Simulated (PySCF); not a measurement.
Ranking problems on computed properties.

All species are isolated and taken at one optimised geometry, non-relativistic unless stated. Electronic properties by PySCF.

Dipoles, sizes and rotational constants follow the conformer. The torsions of the flexible species, by atom-mapped SMILES:
- `[SiH3:1][N:2]([SiH3:3])[SiH2:4][PH2:5]`: Si1–N2–Si4–P5 177°, H–P5–Si4–N2 177°, H–P5–Si4–N2 85°
- `[O:1]=[C:2]([OH:3])[c:4]1[cH:5][s:6][c:7]([O-:8])[cH:9]1`: O1–C2–C4–C5 0°, H–O3–C2–O1 0°
- `[CH2:1]=[CH:2][C:3](=[CH2:4])[CH2:5][F:6]`: C1–C2–C3–C4 180°, C2–C3–C5–F6 180°
- `[CH2:1]=[CH:2][CH2:3]/[CH:4]=[CH:5]/[F:6]`: C1–C2–C3–C4 117°, C2–C3–C4–C5 -116°
- `[CH3:1][O:2][C:3](=[S:4])[CH2:5][OH:6]`: C1–O2–C3–S4 1°, O2–C3–C5–O6 17°, H–O6–C5–C3 -45°

The conformers of `FC1=CCCC1` aren't listed.

Task: Rank by smallest rotational constant, highest first (GFN2-xTB).
A. `C=CC/C=C/F`
B. `COC(=S)CO`
C. `C=CC(=C)CF`
D. `O=C(O)c1csc([O-])c1`
E. `[SiH3]N([SiH3])[SiH2]P`

Result: C (1.823 GHz), B (1.510 GHz), A (1.411 GHz), E (0.878 GHz), D (0.719 GHz).

Task: Rank by HOMO–LUMO gap, highest first (PBE0/def2-SVPD at GFN2-xTB geometries).
A. `C=CC/C=C/F`
B. `P[SiH2]N([SiH3])[SiH3]`
C. `COC(=S)CO`
D. `FC1=CCCC1`

Result: D (7.61 eV), A (7.24 eV), B (6.98 eV), C (5.23 eV).

Task: Give the two extremes of that set in kcal/mol.

Result: `COC(=S)CO`: 121 kcal/mol; `FC1=CCCC1`: 175 kcal/mol.

Task: Rank by lowest singlet excitation, lowest first (TDDFT PBE0/def2-SVPD at GFN2-xTB geometries).
A. `[SiH3]N([SiH3])[SiH2]P`
B. `FC1=CCCC1`
C. `C=CC/C=C/F`
D. `O(C(=S)CO)C`

Result: D (3.47 eV), A (5.71 eV), C (6.34 eV), B (6.50 eV).

Task: By how much do the two ends of that ranking differ?

Result: By 3.03 eV, between `FC1=CCCC1` and `COC(=S)CO`.

Task: Rank by static isotropic polarisability, lowest first (PBE0/def2-SVPD at GFN2-xTB geometries).
A. `COC(=S)CO`
B. `[SiH3]N([SiH3])[SiH2]P`
C. `C=CC/C=C/F`
D. `FC1=CCCC1`

Result: D (56.5 au), C (62.3 au), A (68.1 au), B (112.0 au).

Task: Give the two extremes of that set as polarisability volumes in Å³.

Result: `FC1=CCCC1`: 8.37 Å³; `[SiH3]N([SiH3])[SiH2]P`: 16.60 Å³.
